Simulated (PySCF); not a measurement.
C4H9O, doublet, geometry from GFN2-xTB, with bond 14-5 at 1.3 times its length; B3LYP/STO-3G (PySCF).

Input for PySCF:
```python
from pyscf import gto, scf, dft

mol = gto.Mole()
mol.atom = '''
    C     2.288112    0.286162   -0.315588
    C     1.271905   -0.394603    0.514322
    C    -0.077106   -0.697781    0.000756
    C    -1.059916    0.487613    0.198677
    O    -2.369130    0.175086   -0.200835
    H     2.127528    0.087321   -1.374069
    H     2.260066    1.375107   -0.175217
    H     3.293494   -0.036049   -0.042257
    H     1.442079   -0.460038    1.575602
    H    -0.035403   -0.923344   -1.070012
    H    -0.505260   -1.557613    0.523084
    H    -0.682716    1.363778   -0.347270
    H    -1.125671    0.738554    1.259092
    H    -2.356032   -0.152300   -1.410408
'''
mol.basis = 'sto-3g'
mol.charge = 0
mol.spin = 1
mol.verbose = 4
mol.build()

mf = dft.UKS(mol)
mf.xc = 'b3lyp'
mf.damp = 0.5
mf.diis_start_cycle = 5
mf.kernel()
```

Task: Write the output that PySCF gives for this input, abridged.

Result: 
```
PySCF version 2.14.0

[INPUT] verbose = 4
[INPUT] num. atoms = 14
[INPUT] num. electrons = 41
[INPUT] charge = 0
[INPUT] spin (= nelec alpha-beta = 2S) = 1
[INPUT] symmetry False subgroup None
[INPUT] Mole.unit = angstrom
[INPUT] Symbol           X                Y                Z      unit          X                Y                Z       unit  Magmom
[INPUT]  1 C      2.288112000000   0.286162000000  -0.315588000000 AA    4.323905022331   0.540767807258  -0.596374888199 Bohr   0.0
[INPUT]  2 C      1.271905000000  -0.394603000000   0.514322000000 AA    2.403552106465  -0.745691597932   0.971927719839 Bohr   0.0
[INPUT]  3 C     -0.077106000000  -0.697781000000   0.000756000000 AA   -0.145709222561  -1.318614984925   0.001428632950 Bohr   0.0
[INPUT]  4 C     -1.059916000000   0.487613000000   0.198677000000 AA   -2.002950955045   0.921455024778   0.375445117250 Bohr   0.0
[INPUT]  5 O     -2.369130000000   0.175086000000  -0.200835000000 AA   -4.477006853491   0.330864588246  -0.379523146227 Bohr   0.0
[INPUT]  6 H      2.127528000000   0.087321000000  -1.374069000000 AA    4.020445242344   0.165012774923  -2.596614086255 Bohr   0.0
[INPUT]  7 H      2.260066000000   1.375107000000  -0.175217000000 AA    4.270905763441   2.598575621972  -0.331112142368 Bohr   0.0
[INPUT]  8 H      3.293494000000  -0.036049000000  -0.042257000000 AA    6.223801652898  -0.068122737064  -0.079854156846 Bohr   0.0
[INPUT]  9 H      1.442079000000  -0.460038000000   1.575602000000 AA    2.725134359987  -0.869345826893   2.977456261317 Bohr   0.0
[INPUT] 10 H     -0.035403000000  -0.923344000000  -1.070012000000 AA   -0.066901973988  -1.744867278760  -2.022029629998 Bohr   0.0
[INPUT] 11 H     -0.505260000000  -1.557613000000   0.523084000000 AA   -0.954803021698  -2.943461978062   0.988485500142 Bohr   0.0
[INPUT] 12 H     -0.682716000000   1.363778000000  -0.347270000000 AA   -1.290146260859   2.577166914707  -0.656245191278 Bohr   0.0
[INPUT] 13 H     -1.125671000000   0.738554000000   1.259092000000 AA   -2.127209896365   1.395664788202   2.379339045631 Bohr   0.0
[INPUT] 14 H     -2.356032000000  -0.152300000000  -1.410408000000 AA   -4.452255220711  -0.287805288771  -2.665284843896 Bohr   0.0

nuclear repulsion = 176.530348251684
number of shells = 24
number of NR pGTOs = 102
number of NR cGTOs = 34
basis = sto-3g
ecp = {}

******** <class 'pyscf.dft.uks.UKS'> ********
method = UKS
initial guess = minao
damping factor = 0.5
level_shift factor = 0
DIIS = <class 'pyscf.scf.diis.CDIIS'>
diis_start_cycle = 5
diis_space = 8
diis_damp = 0
SCF conv_tol = 1e-09
SCF conv_tol_grad = None
SCF max_cycles = 50
direct_scf = True
direct_scf_tol = 1e-13
number electrons alpha = 21  beta = 20
XC library pyscf.dft.libxc version 7.1.2
    S. Lehtola, C. Steigemann, M. J. T. Oliveira, and M. A. L. Marques,  SoftwareX 7, 1–5 (2018)
XC functionals = b3lyp
    P. J. Stephens, F. J. Devlin, C. F. Chabalowski, and M. J. Frisch,  J. Phys. Chem. 98, 11623 (1994)
radial grids:
    Treutler-Ahlrichs [JCP 102, 346 (1995); DOI:10.1063/1.469408] (M4) radial grids

becke partition: Becke, JCP 88, 2547 (1988); DOI:10.1063/1.454033
pruning grids: <function nwchem_prune>
grids dens level: 3
symmetrized grids: False
atomic radii adjust function: <function treutler_atomic_radii_adjust>
small_rho_cutoff = 0
Set gradient conv threshold to 3.16228e-05
tot grids = 158832
init E= -230.277991865691

cycle= 1 E= -229.914559984615  delta_E= 0.363  |g|= 0.345  |ddm|= 3.17
cycle= 2 E= -230.005030290225  delta_E= -0.0905  |g|= 0.0756  |ddm|= 0.553
cycle= 3 E= -230.009152099414  delta_E= -0.00412  |g|= 0.0268  |ddm|= 0.12
cycle= 4 E= -230.009790730067  delta_E= -0.000639  |g|= 0.0137  |ddm|= 0.0404
cycle= 5 E= -230.010041868895  delta_E= -0.000251  |g|= 0.00517  |ddm|= 0.0371
cycle= 6 E= -230.010050219311  delta_E= -8.35e-06  |g|= 0.00541  |ddm|= 0.0149
cycle= 7 E= -230.01007083408  delta_E= -2.06e-05  |g|= 0.00116  |ddm|= 0.00846
cycle= 8 E= -230.010072456554  delta_E= -1.62e-06  |g|= 8.78e-05  |ddm|= 0.00315
cycle= 9 E= -230.01007246877  delta_E= -1.22e-08  |g|= 3.77e-05  |ddm|= 0.000277
cycle= 10 E= -230.010072470107  delta_E= -1.34e-09  |g|= 1.27e-05  |ddm|= 8.16e-05
cycle= 11 E= -230.010072470303  delta_E= -1.96e-10  |g|= 3.75e-06  |ddm|= 3.26e-05
Extra cycle  E= -230.010072470323  delta_E= -1.93e-11  |g|= 2.43e-06  |ddm|= 1.07e-05
converged SCF energy = -230.010072470323  <S^2> = 0.75393705  2S+1 = 2.0039332
```
